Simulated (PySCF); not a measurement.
PbN from Hartree–Fock to correlated methods

State: ²Π (doublet), unpaired electrons π ↑. Set-up: PySCF, scalar-relativistic core potentials, basis sets Pb aug-cc-pVDZ-PP with ECP60, N aug-cc-pVDZ. De refers to Pb + N in their high-spin ground configurations, without counterpoise correction. The functionals are run spin-unrestricted. A positive dipole means Pb(−)N(+). Levels whose curve was spin-contaminated or gave no clean fit are not listed.

```json
{"Level": "ROHF", "Re (Å)": "2.010", "ωe (cm⁻¹)": "739", "De (eV)": "-1.41", "μ (D)": "-4.95"}
{"Level": "ROHF-MP2", "Re (Å)": "2.097", "ωe (cm⁻¹)": "583", "De (eV)": "1.98", "μ (D)": "n/a"}
{"Level": "ROHF-SCS-MP2", "Re (Å)": "2.098", "ωe (cm⁻¹)": "581", "De (eV)": "1.91", "μ (D)": "n/a"}
{"Level": "PBE", "Re (Å)": "2.089", "ωe (cm⁻¹)": "600", "De (eV)": "2.80", "μ (D)": "-3.85"}
{"Level": "PBEsol", "Re (Å)": "2.074", "ωe (cm⁻¹)": "616", "De (eV)": "2.93", "μ (D)": "-3.74"}
```

The bond length runs from 2.010 Å (ROHF) to 2.098 Å (ROHF-SCS-MP2). De spans -1.41 eV (ROHF, mean field) to 2.93 eV (PBEsol, GGA).

Correlated steps freeze 5 core orbitals. Correlated levels converge slowly with the basis: in double zeta they bind strong bonds too weakly, by up to about 1 eV, and carry superposition errors of some tenths. These are scalar-relativistic numbers at best; spin–orbit coupling would shift them, the dissociation energy most. UHF is strongly spin-contaminated for PbN, so the ROHF reference used there is far from stable. A negative De means that the minimum lies above the separated atoms at that level. The state is the lowest determinant that a PBE0 search found; another state may lie lower at other levels.
